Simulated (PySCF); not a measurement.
# Diatomic cations of Br with group 13

PBE with double-zeta basis sets in PySCF, for the lowest determinant that a PBE0 search found; no spin–orbit coupling. De refers to high-spin ground-configuration atoms (the charge goes to the atom of lower measured ionisation energy or higher electron affinity, which is not always the lowest computed limit). A positive dipole points towards Br; it is taken about the centre of mass and depends on that origin.

```json
{"M": "B", "basis": "pcseg-1", "charged atom": "B+", "state (unpaired electrons)": "doublet (σ ↑)", "Re (Å)": "1.767", "ωe (cm⁻¹)": "921", "De (eV)": "3.88", "μ (D)": "-3.25"}
{"M": "Al", "basis": "pcseg-1", "charged atom": "Al+", "state (unpaired electrons)": "doublet (σ ↑)", "Re (Å)": "2.218", "ωe (cm⁻¹)": "433", "De (eV)": "1.71", "μ (D)": "-6.94"}
{"M": "Ga", "basis": "cc-pVDZ-PP", "charged atom": "Ga+", "state (unpaired electrons)": "doublet (σ ↑)", "Re (Å)": "2.314", "ωe (cm⁻¹)": "252", "De (eV)": "0.77", "μ (D)": "-4.15"}
{"M": "Tl", "basis": "def2-SVP", "charged atom": "Tl+", "state (unpaired electrons)": "doublet (π ↑)", "Re (Å)": "3.262", "ωe (cm⁻¹)": "79.6", "De (eV)": "n/a", "μ (D)": "-1.61"}
```

The shortest bond is that of BBr⁺ (1.767 Å), the longest that of TlBr⁺ (3.262 Å).

The rows differ in basis set, which adds steps of its own.

The state changes along the series, so neighbouring rows are not always alike in their bonding.

These are scalar-relativistic numbers at best; spin–orbit coupling would shift them, the dissociation energy most. For an ion De counts to the pair picked by the measured ionisation energies or electron affinities, which need not be the lowest pair at this level. States were picked by a PBE0 search and need not be the measured ground states.
